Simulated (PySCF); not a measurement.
## How methods differ on the fine-structure interval of Hg(61+)

Hg(61+) [Ar] 3d1 [3d3/2^1, M_J = 3/2] → Hg(61+) [Ar] 3d1 [3d5/2^1, M_J = 5/2], as a difference of total energies. All numbers are calculated (PySCF 2.14, the two-component X2C-1e Hamiltonian, in an even-tempered Gaussian basis (15 s from 19 bohr⁻², ratio 2.8; 12 p from 25 bohr⁻², ratio 2.8; 8 d from 25 bohr⁻², ratio 2.8; 3 f from 77 bohr⁻², ratio 3)). Correlated levels: [Ne] frozen; the 70 highest virtual spinors dropped. "Screened" scales the spin-orbit matrix elements by Boettger's factors to mimic the two-electron term; Breit and QED terms are absent.

```csv
method,fine-structure interval (cm⁻¹)
GHF (screened spin-orbit),904340
GMP2 (screened spin-orbit),905200
GHF (bare spin-orbit),1035100
```
